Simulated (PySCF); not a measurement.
Computed IR spectrum (relative IR intensity) of a molecule CH₄F₂OSi. Coordinates come from a ωB97X-D3(BJ)/def2-SVP optimisation. Other conformers were not sampled. Computed with ωB97X-D3(BJ)/def2-SVP run with PySCF. Frequencies are harmonic and unscaled.

```json
[
 {"ν (cm⁻¹)": "177", "relative intensity": "14"},
 {"ν (cm⁻¹)": "249", "relative intensity": "16"},
 {"ν (cm⁻¹)": "328", "relative intensity": "10"},
 {"ν (cm⁻¹)": "352", "relative intensity": "39"},
 {"ν (cm⁻¹)": "358", "relative intensity": "33"},
 {"ν (cm⁻¹)": "697", "relative intensity": "5.1"},
 {"ν (cm⁻¹)": "766", "relative intensity": "29"},
 {"ν (cm⁻¹)": "801", "relative intensity": "26"},
 {"ν (cm⁻¹)": "920", "relative intensity": "94"},
 {"ν (cm⁻¹)": "963", "relative intensity": "97"},
 {"ν (cm⁻¹)": "996", "relative intensity": "100"},
 {"ν (cm⁻¹)": "1305", "relative intensity": "26"},
 {"ν (cm⁻¹)": "1436", "relative intensity": "2.4"},
 {"ν (cm⁻¹)": "3939", "relative intensity": "58"}
]
```

Question: Which structure fits?
A. O[Si@@H](F)CF
B. C[Si](O)(F)F
C. OC[SiH](F)F
D. O[SiH2]C(F)F

Answer: B, C[Si](O)(F)F
